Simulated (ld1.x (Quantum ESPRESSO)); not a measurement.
**argon: variants of one RRKJ potential**

Base potential:

ld1.x (Quantum ESPRESSO) 7.5 input, shortened:

```
&input
   title='Ar', zed=18., rel=0, dft='PBESOL', iswitch=3,
   config='[Ne] 3s2 3p6'
 /
 &inputp
   pseudotype=2, tm=.false., lloc=0,
   nlcc=.false.
 /
2
3P  2  1   6.00   0.00  1.10  1.10  0.0
3S  1  0   2.00   0.00  0.95  0.95  0.0
 &test
   configts(1)='3s2 3p6'
 /
```

All-electron outer shells of the reference configuration (PBEsol, non-relativistic, ld1.x):

| shell | level (eV) | outermost node (bohr) | outermost maximum (bohr) |
| --- | --- | --- | --- |
| 2p | -229.54 | – | 0.28 |
| 3s | -23.97 | 0.52 | 1.19 |
| 3p | -10.25 | 0.49 | 1.30 |

Cutoffs, loose and tight: the cutoffs (Ry, on a coarse ladder) from which the occupation-weighted sum of valence levels, in a spherical-Bessel basis at the reference potential, stays within 10 and 1 mRy of its value at 400 Ry. They do not see the model core or the augmentation charge, which bear on the density cutoff. Test errors are all-electron minus pseudo excitation energies from the reference, over the configurations 3s2 3p5; 3s2 3p4; 3s2 3p3; 3s2 3p2; 3s2 3p5.5; 3s1 3p6. A dash means not determined; rows that change the core or the reference have their own tests.

Cutoffs are not given where the Bessel-basis levels miss the radial ones by over 6 mRy, ghosts where they miss by over 20 mRy; a channel whose overlap is not positive is not tested.

```csv
change,outcome,"cutoff, loose","cutoff, tight",bound ghosts,largest test error (meV)
base,generated,120 Ry,230 Ry,none,+286
"all radii scaled by about 1.22 (s 1.16, p 1.34 bohr)",generated,70 Ry,90 Ry,none,+269
"type ultrasoft; waves now 3s (bound): rcut 0.85, rcutus 0.95 bohr; 3s channel at 1.75 Ry: rcut 0.85, rcutus 0.95 bohr; 3p (bound): rcut 0.95, rcutus 1.10 bohr; 3p channel at -0.45 Ry: rcut 0.95, rcutus 1.10 bohr; local potential all-electron potential smoothed inside 0.80 bohr (lloc = -1); augmentation PSQ, inside the norm-conserving radii",failed: run_pseudo: Errors in PS-KS equation,–,–,–,–
wave 3p (bound): rc 1.10 bohr becomes 3p (bound): rc 1.08 bohr,generated,120 Ry,230 Ry,none,+286
core correction a·sin(br)/r model core inside 1.00 bohr,generated,120 Ry,230 Ry,none,+236
functional LDA (PZ),generated,120 Ry,230 Ry,none,+344
scalar-relativistic,generated,100 Ry,230 Ry,none,+271
reference 3s2 3p4.5,generated,120 Ry,230 Ry,none,+174
wave 3s (bound): rc 0.95 bohr becomes 3s (bound): rc 1.24 bohr,generated,60 Ry,100 Ry,none,+239
functional PBE,generated,120 Ry,230 Ry,none,+257
core correction a·sin(br)/r model core inside 1.14 bohr,generated,120 Ry,230 Ry,none,+257
"core [He], valence charge 16; reference 2s2 2p6 3s2 3p6; waves now 2s (bound): rc 0.65 bohr; 2p (bound): rc 0.45 bohr; local potential the p channel","generated, misses its reference levels by 0.44 eV",–,–,not determined,+1547
wave 3s (bound): rc 0.95 bohr becomes 3s (bound): rc 0.68 bohr,generated,–,–,not determined,+1083
```
